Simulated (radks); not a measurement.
Results of a calculation; reference values are marked as such.
Charge is removed step by step from the 6s up level of Au, starting from [Xe] 4f14 5d10 6s(up 1, down 0). Level of theory: scalar-relativistic Kohn-Sham, PBE, spin-polarised, spherical densities, finite nucleus; Fermi nuclear charge, rms radius 5.4371 fm (a radial shooting solver on a logarithmic mesh with Libxc functionals).

| removed (e) | E - E(0) (eV) | eigenvalue (eV) | E minus straight line (eV) |
|---|---|---|---|
| 0 | 0.000 | -6.076 | 0.000 |
| 0.1 | 0.641 | -6.756 | -0.317 |
| 0.2 | 1.351 | -7.445 | -0.565 |
| 0.3 | 2.130 | -8.141 | -0.744 |
| 0.4 | 2.979 | -8.845 | -0.853 |
| 0.5 | 3.898 | -9.555 | -0.891 |
| 0.6 | 4.889 | -10.273 | -0.858 |
| 0.7 | 5.952 | -10.996 | -0.753 |
| 0.8 | 7.088 | -11.726 | -0.576 |
| 0.9 | 8.297 | -12.462 | -0.325 |
| 1 | 9.580 | -13.203 | 0.000 |

Removing the whole electron costs 9.580 eV by Delta-SCF, against 6.076 eV from minus the eigenvalue at the starting occupation. Slater's transition state (half an electron removed) gives 9.555 eV. Integrating minus the eigenvalue over the occupation (Janak's theorem) gives 9.583 eV. In this scalar-relativistic scheme the density is built from large components alone, so the theorem holds only approximately. The mean slope of the eigenvalue, de/dn, is 7.13 eV per electron. Ionisation energy of Au in the NIST Atomic Spectra Database: 9.226 eV (measured).
